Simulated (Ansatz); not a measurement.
A nudged elastic band was laid between two geometries of BClH3NO + FH (9 atoms, charge 0, multiplicity 1).

The calculation used Ansatz, RHF/6-31G*.

| Quantity | Value |
| --- | --- |
| movable images | 9 |
| climbing image | yes |
| spring | 5.0 eV/Å² |
| optimiser | quadratic models (default) |
| start path | through a guess of the saddle point |
| force threshold | 0.03 eV/Å |
| iteration limit | 60 |
| end points | relaxed |

Image 0:

```xyz
9
Properties=species:S:1:pos:R:3
B -0.189 -0.285 -0.166
O -0.566 0.183 1.062
H -1.382 -0.168 1.390
N 0.984 0.150 -0.756
H 1.576 0.810 -0.298
H 1.298 -0.162 -1.646
Cl -1.249 -1.473 -0.992
F 1.427 1.881 1.712
H 0.650 1.387 1.747
```

Image 10:

```xyz
9
Properties=species:S:1:pos:R:3
B 0.182 0.604 -0.615
O -0.161 -0.017 2.298
H -1.029 -0.394 2.243
N 1.382 0.029 -0.995
H 1.445 -0.868 -1.419
H 2.254 0.430 -0.730
Cl -1.378 -0.163 -1.011
F 0.146 1.780 -0.014
H -0.292 0.922 2.295
```

(1) What changes between the two ends?

(2) What energy profile does the band end with?

(3) What is the geometry of the highest image?

Results:

(1) Bonds broken: B1–O2, F8–H9. Bonds formed: B1–F8, O2–H9. BClH3NO + FH becomes BClFH2N + H2O.

(2) It converged. The highest image is number 5 of 0 to 10, 1.78 eV above the first end and 1.88 eV above the last; the last end lies 0.10 eV below the first. The profile has 2 maxima (images 5, 8) with wells between them (image 6): this band takes more than one step, which may be the mechanism or a detour left from its start path. Neighbouring images differ by up to 1.6 eV, so the band resolves the path poorly. A vibrational analysis at the climbing image gives one clearly imaginary mode, 1503i cm⁻¹: a first-order saddle point. The orbitals stay closed-shell, which can raise the energy where a bond breaks towards radicals; this wasn't checked here.

```
image  path coordinate (Å)  energy (eV)  B1–O2 (Å)  F8–H9 (Å)  B1–F8 (Å)
    0                 0.00         0.00       1.37       0.92       3.29
    1                 0.78         0.04       1.37       0.92       3.31
    2                 1.56         0.10       1.37       0.92       3.31
    3                 2.34         0.15       1.37       0.92       3.10
    4                 3.11         0.36       1.38       0.92       2.52
    5                 3.89         1.78       1.51       1.16       1.70
    6                 5.02         0.20       2.29       1.94       1.34
    7                 6.14         0.44       2.40       2.47       1.32
    8                 7.26         0.46       1.86       2.57       1.34
    9                 8.38         0.04       2.47       2.82       1.32
   10                 9.50        -0.10       3.00       2.50       1.32
```

(3) 
```xyz
9
Properties=species:S:1:pos:R:3
B 0.071 0.238 0.013
O 0.003 -0.125 1.476
H -0.795 -0.577 1.729
N 1.269 -0.111 -0.647
H 2.138 -0.032 -0.165
H 1.354 0.031 -1.628
Cl -1.495 0.031 -0.868
F 0.046 1.815 0.637
H -0.044 1.050 1.507
```

Time of the run: 6.1 min on 1 thread of Arm Neoverse V2, on a shared host, peak memory 0.16 GiB.
